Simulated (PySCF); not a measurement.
Molfile (atoms numbered from 1):
```
C3H8O2Si2
     RDKit          3D

 15 14  0  0  0  0  0  0  0  0999 V2000
    0.3477    0.7723   -0.0736 O   0  0  0  0  0  0  0  0  0  0  0  0
    0.3894   -0.4368   -0.2238 C   0  0  0  0  0  0  0  0  0  0  0  0
   -0.7901   -1.2284   -0.5359 C   0  0  0  0  0  0  0  0  0  0  0  0
   -1.9499   -0.5858   -0.6589 C   0  0  0  0  0  0  0  0  0  0  0  0
   -2.0579    1.2933   -0.4345 Si  0  0  0  0  0  4  0  0  0  0  0  0
    1.5246   -1.0957   -0.1080 O   0  0  0  0  0  0  0  0  0  0  0  0
    2.9129   -0.2393    0.2535 Si  0  0  0  0  0  4  0  0  0  0  0  0
   -0.6490   -2.2944   -0.6489 H   0  0  0  0  0  0  0  0  0  0  0  0
   -2.8393   -1.1538   -0.8901 H   0  0  0  0  0  0  0  0  0  0  0  0
   -3.4995    1.5436   -0.6578 H   0  0  0  0  0  0  0  0  0  0  0  0
   -1.3508    1.9989   -1.4960 H   0  0  0  0  0  0  0  0  0  0  0  0
   -1.7826    1.6826    0.9425 H   0  0  0  0  0  0  0  0  0  0  0  0
    2.7447    0.4052    1.5493 H   0  0  0  0  0  0  0  0  0  0  0  0
    3.1663    0.7172   -0.8157 H   0  0  0  0  0  0  0  0  0  0  0  0
    3.8289   -1.3709    0.2704 H   0  0  0  0  0  0  0  0  0  0  0  0
  1  2  2  0
  2  3  1  0
  3  4  2  0
  4  5  1  0
  2  6  1  0
  6  7  1  0
  3  8  1  0
  4  9  1  0
  5 10  1  0
  5 11  1  0
  5 12  1  0
  7 13  1  0
  7 14  1  0
  7 15  1  0
M  END
```

- GIAO PBE0/pcSseg-1 shieldings
- GFN2-xTB structure
- run in PySCF
- isolated molecule, one conformer, non-relativistic, one averaged value for each set of equivalent atoms

Referencing at the same level of theory: TMS for ¹³C (186.93 ppm) and ¹H (31.72 ppm) and ²⁹Si (349.16 ppm); ¹⁷O (336.08 ppm) vs H2O.

| atoms | nucleus | count | Hirshfeld charge | δ (ppm) |
| --- | --- | --- | --- | --- |
| Si7 | ²⁹Si | 1 | 0.39 | ? |
| H10/H11/H12 | ¹H | 3 | -0.09 | 4.39 |
| O1 | ¹⁷O | 1 | -0.19 | 423.5 |
| H9 | ¹H | 1 | 0.06 | ? |
| H13/H14/H15 | ¹H | 3 | -0.07 | 4.90 |
| Si5 | ²⁹Si | 1 | 0.28 | -88.8 |
| H8 | ¹H | 1 | 0.05 | 6.93 |
| C3 | ¹³C | 1 | -0.06 | ? |
| C2 | ¹³C | 1 | 0.22 | 178.3 |
| O6 | ¹⁷O | 1 | -0.18 | 186.7 |
| C4 | ¹³C | 1 | -0.09 | 170.8 |

Q: Complete the table.

A: 
- C3: 141.0 ppm, α carbon of a C=C–C=O unit; an sp2 carbon of a C=C bond
- H9: 7.93 ppm, hydrogen on a β carbon of a C=C–C=O unit; a vinylic proton, deshielded by the sp2 carbon and the C=C anisotropy
- Si7: -38.7 ppm, silicon bonded to O, 3 H

Shifts are as computed. Against solution values, carbons near 30 ppm lie about +3 ppm off and those near 130 ppm about +5 ppm. Of 1309 compounds with measured shifts, 239 miss one by over three times the rms of a fit or turn the order of signals round; such compounds aren't used in these exercises. Unscaled 17O shifts of doubly bonded oxygen tend to come out too high, by tens of ppm or more. Experimental scales use liquid or dissolved standards, which lie at an offset from isolated H2O (liquid H2O: subtract about 36 ppm).
